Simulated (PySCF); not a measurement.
C3H5O, doublet, geometry from GFN2-xTB; DF-PBE/aug-cc-pVDZ run with PySCF.

Input for PySCF:
```python
from pyscf import gto, scf, dft

mol = gto.M(
    atom='''
C    -1.744159   -0.096155   -0.201132
C    -0.281194   -0.450778   -0.447463
C     0.663040    0.420694    0.299602
O     1.828045    0.325394    0.525531
H    -2.390700   -0.738330   -0.794146
H    -1.995757   -0.227753    0.848050
H    -1.936698    0.937898   -0.474353
H    -0.089752   -1.497326   -0.182804
H    -0.037581   -0.320209   -1.507030
''',
    basis='aug-cc-pvdz',
    charge=0,
    spin=1,
    verbose=4,
)

mf = dft.UKS(mol)
mf.xc = 'pbe'
mf = mf.density_fit(auxbasis='def2-universal-jkfit')
mf.kernel()
```

Predict the main parts of the log of this PySCF run.


```
PySCF version 2.14.0

[INPUT] verbose = 4
[INPUT] num. atoms = 9
[INPUT] num. electrons = 31
[INPUT] charge = 0
[INPUT] spin (= nelec alpha-beta = 2S) = 1
[INPUT] symmetry False subgroup None
[INPUT] Mole.unit = angstrom
[INPUT] Symbol           X                Y                Z      unit          X                Y                Z       unit  Magmom
[INPUT]  1 C     -1.744159000000  -0.096155000000  -0.201132000000 AA   -3.295982827695  -0.181706615508  -0.380084394886 Bohr   0.0
[INPUT]  2 C     -0.281194000000  -0.450778000000  -0.447463000000 AA   -0.531379647871  -0.851846962979  -0.845582520876 Bohr   0.0
[INPUT]  3 C      0.663040000000   0.420694000000   0.299602000000 AA    1.252964009632   0.794996442248   0.566165726372 Bohr   0.0
[INPUT]  4 O      1.828045000000   0.325394000000   0.525531000000 AA    3.454504393381   0.614905542577   0.993109659969 Bohr   0.0
[INPUT]  5 H     -2.390700000000  -0.738330000000  -0.794146000000 AA   -4.517768245998  -1.395241489550  -1.500718442919 Bohr   0.0
[INPUT]  6 H     -1.995757000000  -0.227753000000   0.848050000000 AA   -3.771434141184  -0.430390794048   1.602582239937 Bohr   0.0
[INPUT]  7 H     -1.936698000000   0.937898000000  -0.474353000000 AA   -3.659828805993   1.772370352777  -0.896397256366 Bohr   0.0
[INPUT]  8 H     -0.089752000000  -1.497326000000  -0.182804000000 AA   -0.169606699132  -2.829536059191  -0.345449494475 Bohr   0.0
[INPUT]  9 H     -0.037581000000  -0.320209000000  -1.507030000000 AA   -0.071017797487  -0.605107312621  -2.847873961503 Bohr   0.0

nuclear repulsion = 108.186574539542
number of shells = 57
number of NR pGTOs = 195
number of NR cGTOs = 137
basis = aug-cc-pvdz
ecp = {}

******** <class 'pyscf.df.df_jk.DFUKS'> ********
method = DFUKS
initial guess = minao
damping factor = 0
level_shift factor = 0
DIIS = <class 'pyscf.scf.diis.CDIIS'>
diis_start_cycle = 1
diis_space = 8
diis_damp = 0
SCF conv_tol = 1e-09
SCF conv_tol_grad = None
SCF max_cycles = 50
direct_scf = False
number electrons alpha = 16  beta = 15
XC library pyscf.dft.libxc version 7.1.2
    S. Lehtola, C. Steigemann, M. J. T. Oliveira, and M. A. L. Marques,  SoftwareX 7, 1–5 (2018)
XC functionals = pbe
    J. P. Perdew, K. Burke, and M. Ernzerhof,  Phys. Rev. Lett. 77, 3865 (1996)
    J. P. Perdew, K. Burke, and M. Ernzerhof,  Phys. Rev. Lett. 78, 1396 (1997)
    J. P. Perdew, K. Burke, and M. Ernzerhof,  Phys. Rev. Lett. 77, 3865 (1996)
    J. P. Perdew, K. Burke, and M. Ernzerhof,  Phys. Rev. Lett. 78, 1396 (1997)
radial grids:
    Treutler-Ahlrichs [JCP 102, 346 (1995); DOI:10.1063/1.469408] (M4) radial grids

becke partition: Becke, JCP 88, 2547 (1988); DOI:10.1063/1.454033
pruning grids: <function nwchem_prune>
grids dens level: 3
symmetrized grids: False
atomic radii adjust function: <function treutler_atomic_radii_adjust>
small_rho_cutoff = 0
Set gradient conv threshold to 3.16228e-05
tot grids = 105480
init E= -192.531519019639

cycle= 1 E= -192.160976446253  delta_E= 0.371  |g|= 0.525  |ddm|= 3.27
cycle= 2 E= -191.237109502975  delta_E= 0.924  |g|= 1.53  |ddm|= 1.93
cycle= 3 E= -192.246372866009  delta_E= -1.01  |g|= 0.255  |ddm|= 1.69
cycle= 4 E= -192.277748921698  delta_E= -0.0314  |g|= 0.0561  |ddm|= 0.327
cycle= 5 E= -192.279220849128  delta_E= -0.00147  |g|= 0.0136  |ddm|= 0.0861
cycle= 6 E= -192.279309117656  delta_E= -8.83e-05  |g|= 0.00528  |ddm|= 0.042
cycle= 7 E= -192.27932443188  delta_E= -1.53e-05  |g|= 0.000873  |ddm|= 0.0105
cycle= 8 E= -192.279324764739  delta_E= -3.33e-07  |g|= 0.000288  |ddm|= 0.00116
cycle= 9 E= -192.279324803495  delta_E= -3.88e-08  |g|= 0.000111  |ddm|= 0.000461
cycle= 10 E= -192.279324809779  delta_E= -6.28e-09  |g|= 3.07e-05  |ddm|= 0.000187
cycle= 11 E= -192.279324810304  delta_E= -5.25e-10  |g|= 9.42e-06  |ddm|= 5.25e-05
Extra cycle  E= -192.279324810291  delta_E= 1.37e-11  |g|= 1.35e-05  |ddm|= 2.74e-05
converged SCF energy = -192.279324810291  <S^2> = 0.7519146  2S+1 = 2.0019137
```
